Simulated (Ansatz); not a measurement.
Sn3Bi2, relaxed as a singlet with RKS PBE-D4/def2-SVP in Ansatz, starting from the GFN1-xTB geometry. Force threshold 0.02 eV/Å.

In the def2 sets Bi, Sn take a core potential; there is no spin–orbit coupling. The structure comes from a short search, and lower isomers may exist.

Start:

Cartesian coordinates in Å:
```
Bi 1.5909 -0.1796 0.8442
Bi -1.2221 -1.3122 0.2491
Sn -0.8521 1.1689 1.7955
Sn -0.3483 1.4110 -1.0341
Sn 0.8316 -1.0881 -1.8547
```

| step | energy (eV) | largest force component (eV/Å) | SCF passes |
| --- | --- | --- | --- |
| 1 | -29183.2588 | 0.876 | 18 |
| 2 | -29183.2645 | 0.715 | 29 |
| 3 (rejected) | -29183.1476 | 0.963 | 27 |
| 4 | -29183.3492 | 0.111 | 21 |
| 5 | -29183.3512 | 0.023 | 22 |
| 6 | -29183.3512 | 0.004 | 22 |

Force components are those of the run's own axes.

End:

Cartesian coordinates in Å:
```
Bi 1.5936 -0.2161 0.8685
Bi -1.2077 -1.3442 0.2745
Sn -0.8905 1.2450 1.8354
Sn -0.3486 1.4093 -1.0325
Sn 0.8532 -1.0940 -1.9460
```

By distances, no bond broke or formed. The bond that changes most is Bi2–Sn3, from 2.95 to 3.04 Å (atoms count from 1).

No frequencies were taken in this run, so the end may be a saddle point.

It took 36 s on 4 threads of Intel Xeon on a shared host.
